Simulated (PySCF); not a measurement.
# What a mistake does to a calculation on B2H3NSi

Calculated results; nothing here was measured. They come from PySCF 2.14.0, an open-source quantum chemistry program, on an isolated molecule that a program drew, which may never have been made. The molecule is B2H3NSi (charge 0, singlet), drawn as the SMILES string `BN=B[SiH]`.

Each row is a Hartree-Fock (HF) and frozen-core CCSD(T) single point in the cc-pV(D+d)Z basis, meant for a local HF minimum. Run 1 is clean. Each other run has one planted mistake out of seven kinds, and not every kind appears here: one electron removed, one electron added, multiplicity raised by two, geometry at a saddle point, minimal basis STO-3G, one bond length entered in bohr, all coordinates scaled. The reference is restricted for singlets and unrestricted otherwise, and also for a bond in bohr. Adding or removing an electron swaps singlet and doublet. Electrons count all cores. HOMO and LUMO are orbital energies over both spins, the gradient is its largest component, and the lowest frequency (negative if imaginary) is given only where the gradient is small. Bond lengths are over the 6 bonds as drawn. T1 is the CCSD diagnostic: over 0.02 (restricted) or 0.045 (unrestricted) a single reference is doubtful.

Geometry of the clean run:
```xyz
7
B2H3NSi, angstrom
B    -1.1184    0.6578    4.1035
N    -1.2384    1.6240    3.0931
B    -1.3573    2.4801    2.1897
Si   -1.4326    3.9169    0.7509
H    -0.6401   -0.4165    3.8536
H    -1.4931    0.9052    5.2188
H    -2.8109    3.4887    0.3025
```

```
run  electrons  basis functions  <S^2>  HOMO (eV)  LUMO (eV)  gradient (hartree/bohr)  lowest frequency (cm^-1)  mean bond (Å)  longest bond (Å)      T1  HF (hartree)  CCSD(T) (hartree)                     mistake
  1         34               80  0.000      -9.66      -0.44                  9.8e-06                       120         1.4340             2.035  0.0188    -394.47833         -394.93492                    no fault
  2         34               27  0.000      -6.82       4.81                  2.5e-02                         -         1.4340             2.035  0.0184    -389.80285         -390.02782        minimal basis STO-3G
  3         34               80  0.000      -9.52      -0.62                  2.7e-05                      -244         1.4387             2.059  0.0170    -394.47398         -394.92859  geometry at a saddle point
  4         34               80  1.069      -8.46      -0.23                  3.2e-02                         -         1.6123             2.272  0.0875    -394.36487         -394.81705                           ?
```

**Which mistake was planted in run 4, and what did it cost?**

The mean bond changes by a factor of 1.124 and the longest by 1.116, so the molecule wasn't scaled as a whole. A length L in bohr read as angstrom grows by (1/0.5292 - 1) L = 0.890 L. The 6 bonds together grew by 6 x 0.1783 = 1.070 Å, which gives L = 1.202 Å. That is the length of one of the B-H bonds, 1.202 Å in the clean geometry. So the mistake is: one bond length entered in bohr. Subtracting run 1 and multiplying by 627.51 kcal/mol a hartree, the energy moved by 71.2 kcal/mol in HF and 74.0 kcal/mol in CCSD(T).

Cautions from the logs. Run 4: T1 is over the limit, so its CCSD(T) energy is less reliable.
